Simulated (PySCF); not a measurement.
1,1,1-trifluoro-2,2,2-trichloroethane: calculation against experiment

**Measured values to compare with.**

NIST CCCBDB Release 22 (SRD 101), experimental dipoles lists, for the gas: dipole moment 0.74 ± 0.07 D.

How close the calculation comes is told at the end.

Species: 1,1,1-trifluoro-2,2,2-trichloroethane, C2Cl3F3.
Atom-mapped SMILES: `[F:1][C:2]([F:3])([F:4])[C:5]([Cl:6])([Cl:7])[Cl:8]`

Cartesian coordinates in Å at the PBE0-D3(BJ)/def2-SVP level; atoms count from 1:
```
atom  x, y, z in Å
F1    -1.450    0.879    0.514
C2    -0.578    0.433   -0.374
F3    -1.215   -0.323   -1.253
F4    -0.046    1.466   -1.006
C5     0.536   -0.391    0.335
Cl6    1.353    0.657    1.498
Cl7   -0.218   -1.757    1.159
Cl8    1.674   -0.959   -0.888
```

The PySCF runs (gas phase, on this PBE0-D3(BJ)/def2-SVP geometry; no spin–orbit coupling):

```csv
level,job,basis functions
"PBE0-D3(BJ)/def2-SVP, grid level 1",geometry optimisation from a GFN2-xTB start,124
wB97X-D/pcSseg-2,shieldings,309
CAM-B3LYP/def2-SVPD,"10 singlets by full TDDFT, 4 Tamm–Dancoff triplets, polarisability, ΔSCF ions",190
B3LYP/def2-SVPD,"10 singlets by full TDDFT, 4 Tamm–Dancoff triplets, polarisability, ΔSCF ions",190
BHandHLYP/def2-SVPD,"10 singlets by full TDDFT, 4 Tamm–Dancoff triplets, polarisability, ΔSCF ions",190
HF/def2-SVPD,"10 singlets by TDHF, 4 Tamm–Dancoff triplets, polarisability, ΔSCF ions",190
LC-wPBE/def2-SVPD,"10 singlets by full TDDFT, 4 Tamm–Dancoff triplets, polarisability, ΔSCF ions",190
PBE0/6-31G*,"10 singlets by full TDDFT, 4 Tamm–Dancoff triplets, polarisability",124
PBE0/def2-SVP,"10 singlets by full TDDFT, 4 Tamm–Dancoff triplets, polarisability",124
PBE0/6-31+G*,"10 singlets by full TDDFT, 4 Tamm–Dancoff triplets, polarisability",156
"BHandHLYP/aug-pcX-1 (pcseg-1 on H, def2-SVPD on Cl)","K-edge TDA, 28 lines",246
B3LYP/def2-TZVP,spin–spin couplings from 5 perturbed nuclei,266
```

All basis functions are spherical.

## Comparison

**Dipole moment.** Measured: 0.74 D (NIST CCCBDB Release 22 (SRD 101), experimental dipoles).

```
                                level  computed (D)  computed − measured (D)  % (from the printed values)
                 PBE0-D3(BJ)/def2-SVP          0.55                    -0.19                          -26
                     wB97X-D/pcSseg-2          0.51                    -0.23                          -31
                  CAM-B3LYP/def2-SVPD          0.65                    -0.09                          -12
                      B3LYP/def2-SVPD          0.61                    -0.13                          -18
                  BHandHLYP/def2-SVPD          0.70                    -0.04                           -5
                         HF/def2-SVPD          0.72                    -0.02                           -3
                    LC-wPBE/def2-SVPD          0.58                    -0.16                          -22
                          PBE0/6-31G*          0.17                    -0.57                          -77
                        PBE0/def2-SVP          0.55                    -0.19                          -26
                         PBE0/6-31+G*          0.55                    -0.19                          -26
BHandHLYP/aug-pcX-1 (def2-SVPD on Cl)          0.63                    -0.11                          -15
                      B3LYP/def2-TZVP          0.61                    -0.13                          -18
```

12 of the 21 levels run are shown, the closest and the furthest among them. All 21 levels lie below the measurement. The computed dipoles belong to one fixed geometry; measured ones are averaged over vibrations unless marked μe. Magnitudes are compared, not signs.

No measured geometry was used, and the causes of the misses weren't examined.
